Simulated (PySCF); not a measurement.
boron atom (B), doublet; R2SCAN/6-311G** (PySCF).

Here is a job for PySCF.
```python
from pyscf import gto, scf, dft

mol = gto.Mole()
mol.atom = '''
    B     0.000000    0.000000    0.000000
'''
mol.basis = '6-311g**'
mol.charge = 0
mol.spin = 1
mol.verbose = 4
mol.build()

mf = dft.UKS(mol)
mf.xc = 'r2scan'
mf.kernel()
```

It wrote (shortened):

```
PySCF version 2.14.0

[INPUT] verbose = 4
[INPUT] num. atoms = 1
[INPUT] num. electrons = 5
[INPUT] charge = 0
[INPUT] spin (= nelec alpha-beta = 2S) = 1
[INPUT] symmetry False subgroup None
[INPUT] Mole.unit = angstrom
[INPUT] Symbol           X                Y                Z      unit          X                Y                Z       unit  Magmom
[INPUT]  1 B      0.000000000000   0.000000000000   0.000000000000 AA    0.000000000000   0.000000000000   0.000000000000 Bohr   0.0

nuclear repulsion = 0
number of shells = 8
number of NR pGTOs = 31
number of NR cGTOs = 18
basis = 6-311g**
ecp = {}

******** <class 'pyscf.dft.uks.UKS'> ********
method = UKS
initial guess = minao
damping factor = 0
level_shift factor = 0
DIIS = <class 'pyscf.scf.diis.CDIIS'>
diis_start_cycle = 1
diis_space = 8
diis_damp = 0
SCF conv_tol = 1e-09
SCF conv_tol_grad = None
SCF max_cycles = 50
direct_scf = True
direct_scf_tol = 1e-13
number electrons alpha = 3  beta = 2
XC library pyscf.dft.libxc version 7.1.2
    S. Lehtola, C. Steigemann, M. J. T. Oliveira, and M. A. L. Marques,  SoftwareX 7, 1–5 (2018)
XC functionals = r2scan
    J. W. Furness, A. D. Kaplan, J. Ning, J. P. Perdew, and J. Sun,  J. Phys. Chem. Lett. 11, 8208–8215 (2020)
    J. W. Furness, A. D. Kaplan, J. Ning, J. P. Perdew, and J. Sun,  J. Phys. Chem. Lett. 11, 9248–9248 (2020)
    J. W. Furness, A. D. Kaplan, J. Ning, J. P. Perdew, and J. Sun,  J. Phys. Chem. Lett. 11, 8208–8215 (2020)
    J. W. Furness, A. D. Kaplan, J. Ning, J. P. Perdew, and J. Sun,  J. Phys. Chem. Lett. 11, 9248–9248 (2020)
radial grids:
    Treutler-Ahlrichs [JCP 102, 346 (1995); DOI:10.1063/1.469408] (M4) radial grids

becke partition: Becke, JCP 88, 2547 (1988); DOI:10.1063/1.454033
pruning grids: <function nwchem_prune>
grids dens level: 3
symmetrized grids: False
atomic radii adjust function: <function treutler_atomic_radii_adjust>
small_rho_cutoff = 0
Set gradient conv threshold to 3.16228e-05
tot grids = 14048
init E= -24.5959835175712

cycle= 1 E= -24.6304705517274  delta_E= -0.0345  |g|= 0.0637  |ddm|= 0.525
cycle= 2 E= -24.6343864694796  delta_E= -0.00392  |g|= 0.0188  |ddm|= 0.12
cycle= 3 E= -24.6346882861238  delta_E= -0.000302  |g|= 0.0046  |ddm|= 0.0481
cycle= 4 E= -24.6347124027604  delta_E= -2.41e-05  |g|= 0.000329  |ddm|= 0.01
cycle= 5 E= -24.6347125838176  delta_E= -1.81e-07  |g|= 4.45e-05  |ddm|= 0.00139
cycle= 6 E= -24.634712588616  delta_E= -4.8e-09  |g|= 1.24e-05  |ddm|= 0.000226
cycle= 7 E= -24.6347125899592  delta_E= -1.34e-09  |g|= 1.18e-05  |ddm|= 7.73e-05
cycle= 8 E= -24.6347125925741  delta_E= -2.61e-09  |g|= 1.16e-05  |ddm|= 0.000153
cycle= 9 E= -24.6347126689047  delta_E= -7.63e-08  |g|= 8.95e-06  |ddm|= 0.00673
cycle= 10 E= -24.6347126763751  delta_E= -7.47e-09  |g|= 6.96e-06  |ddm|= 0.00161
cycle= 11 E= -24.6347126796097  delta_E= -3.23e-09  |g|= 3.57e-06  |ddm|= 0.00123
cycle= 12 E= -24.6347126800461  delta_E= -4.36e-10  |g|= 3.31e-06  |ddm|= 0.000274
Extra cycle  E= -24.6347126801307  delta_E= -8.45e-11  |g|= 3.01e-06  |ddm|= 1.88e-05
converged SCF energy = -24.6347126801307  <S^2> = 0.75510647  2S+1 = 2.0051
```
